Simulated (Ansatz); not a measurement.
## Four-centre ligand exchange

Start structure (SiNH$_{6}$ClO, singlet), relaxed at PBE0-D4/def2-TZVP:

```xyz
10
angstrom
Si -0.5585 0.0782 -0.7071
N 0.4309 -0.4366 0.6272
H 0.3219 0.9557 -1.5161
H -1.7240 0.7684 -0.1233
O -1.1927 -1.1195 -1.6364
H 0.8387 1.0236 1.5921
Cl 1.1679 2.0853 2.3163
H 1.3556 -0.7895 0.4194
H -0.0022 -1.0293 1.3237
H -0.6374 -1.5365 -2.2957
```

The step: SiNH₅O ([NH2][SiH2][OH]) + HCl → SiH₃ClO ([OH][SiH2][Cl]) + NH₃ (still joined by a long Si–N bond); bonds formed: Si1–Cl7, N2–H6; bonds broken: H6–Cl7; bonds weakened to dative contacts: Si1–N2. Program: Ansatz 0.2.0. Basis: def2-TZVPP and def2-QZVPP. Cores are frozen in the correlated methods. Extrapolation: Hartree–Fock as exp(−7.88 √X), correlation as X^−2.97. Energies below are by CCSD(T) at an estimated basis limit (MP2 extrapolated from triple and quadruple zeta, plus CCSD(T) − MP2 in triple zeta).

Problem. What are the electronic barrier and the energy of the step, from the start structure to the end structure? (To be estimated.)

Solution. Computed: Barrier 0.298 eV; step energy -0.355 eV (downhill); reverse barrier, their difference, 0.653 eV. Barrier and step energy count from the start structure, the reverse barrier from the end structure.

The saddle point: One imaginary mode of 124i cm⁻¹.
| pair | start (Å) | saddle (Å) | end (Å) |
| --- | --- | --- | --- |
| Si1–Cl7 | 4.02 | 2.96 | 2.10 |
| N2–H6 | 1.80 | 1.13 | 1.01 |
| Si1–N2 | 1.74 | 1.84 | 2.17 |
| H6–Cl7 | 1.33 | 1.74 | 2.92 |

Zero-point energy (harmonic, PBE0-D4): ZPE is 1.827 eV at the start and 1.877 eV at the saddle, so the barrier goes from 0.298 to 0.348 eV.

The T1 diagnostic stays at or below 0.011.

Hydrogen chloride, the by-product of chloride precursors, can attack films and sites by steps of this kind.

Labels in which every atom is bracketed show which atoms are joined, not bond orders.

For scale, one of the runs: CCSD(T)/def2-TZVPP, 230 basis functions, launched by `ansatz run in.yaml --threads 4 --pin off --events-out ev --progress --plain --max-ram 9574MiB`. The run took 64 s on 4 CPU threads of an Arm Neoverse V2 (shared host), with 3.8 GiB of host memory at its peak.
